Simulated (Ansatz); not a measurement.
`O=C=[N][Al]([F])[Cl]` + H₂O → `[OH][Al]([F])[Cl]` + `N=C=O` at 400 K and 1 bar (formal hydrolysis of the Al–N bond).

Program: Ansatz. Geometries: PBE0-D4/def2-TZVP. ΔE: electronic, gas phase. CCSD(T)/CBS is the MP2 limit (def2-TZVPP, def2-QZVPP) plus CCSD(T) − MP2 in def2-TZVPP, frozen cores. This one scheme is used for every species. One conformer a species, not always the lowest.

```json
{"species": "`O=C=[N][Al]([F])[Cl]`", "CCSD(T)/CBS energy (Eh)": "-969.71777", "H − E (kJ/mol)": "78.1", "S (J/(mol·K))": "392.1"}
{"species": "H₂O", "CCSD(T)/CBS energy (Eh)": "-76.37941", "H − E (kJ/mol)": "69.8", "S (J/(mol·K))": "198.6"}
{"species": "`[OH][Al]([F])[Cl]`", "CCSD(T)/CBS energy (Eh)": "-877.57483", "H − E (kJ/mol)": "71.8", "S (J/(mol·K))": "334.8"}
{"species": "`N=C=O`", "CCSD(T)/CBS energy (Eh)": "-168.51995", "H − E (kJ/mol)": "72.4", "S (J/(mol·K))": "252.4"}
```

H − E and S are ideal-gas, rigid-rotor, harmonic terms from PBE0-D4/def2-TZVP, for one conformer and one mirror image of each species. 1 Eh = 2625.50 kJ/mol, R = 8.31446 J/(mol·K).

Question: By hand: ΔE, ΔH, ΔS and ΔG.

Answer: ΔE = (-877.57483) + (-168.51995) − (-969.71777) − (-76.37941) = 0.00240 Eh = 6.3 kJ/mol. Δ(H − E) = 71.8 + 72.4 − 78.1 − 69.8 = -3.7, so ΔH = 2.6 kJ/mol. ΔS = 334.8 + 252.4 − 392.1 − 198.6 = -3.5 J/(mol·K). ΔG = 2.6 − 400 × (-3.5)/1000 = 4.0 kJ/mol.

Question: By hand: the equilibrium constant, and the temperature at which ΔG would vanish if ΔH and ΔS stayed fixed.

Answer: log₁₀ K = −ΔG/(RT ln 10) = -0.5. ΔH and −TΔS have one sign here, so there is no such temperature.

TΔS isn't small against ΔH here. The sign of ΔG lies within the doubt. A doubt of 5 kJ/mol in ΔE shifts log₁₀ K by 0.7 here. Other conformers and mirror images would add mixing entropy, several J/(mol·K) or more a flexible species. Modes under 60 cm⁻¹, often nearly free rotors, make the harmonic entropy too high. These are equilibria of isolated gas molecules and say nothing of rates. Largest T1 diagnostic: 0.018 (customary marks: 0.02 for closed shells, 0.045 for open ones).

ΔS is within the doubt of such terms, so its sign, and with it that verdict, could turn.
